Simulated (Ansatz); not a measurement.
Species: C4H12O4Sn, SMILES `C[O][Sn]([O]C)([O]C)[O]C` (charge 0, multiplicity 1).

### Question
Give a relaxed geometry from Ansatz (a first-principles code) with CAM-B3LYP-D3(BJ)/def2-SVP.

### Answer
One answer among several that fit: the end point of this relaxation, one of several conformers (outside a Z-matrix the atoms follow the SMILES, hydrogens last).
Cartesian coordinates (Å) in one orientation:
```xyz
21

C      0.063     2.790    -0.978
O      0.640     1.846    -0.105
Sn     0.000     0.000    -0.001
O      1.403    -1.002     0.926
C      2.772    -0.767     0.687
O     -1.642    -0.310     1.019
C     -1.652    -0.353     2.428
O     -0.400    -0.535    -1.840
C     -1.182    -1.669    -2.137
H     -0.124     2.379    -1.986
H     -0.893     3.184    -0.586
H      0.759     3.637    -1.079
H      3.019     0.308     0.644
H      3.347    -1.216     1.513
H      3.113    -1.236    -0.254
H     -1.612     0.658     2.871
H     -2.594    -0.824     2.751
H     -0.816    -0.942     2.842
H     -1.514    -1.595    -3.184
H     -0.606    -2.607    -2.031
H     -2.080    -1.746    -1.499
```
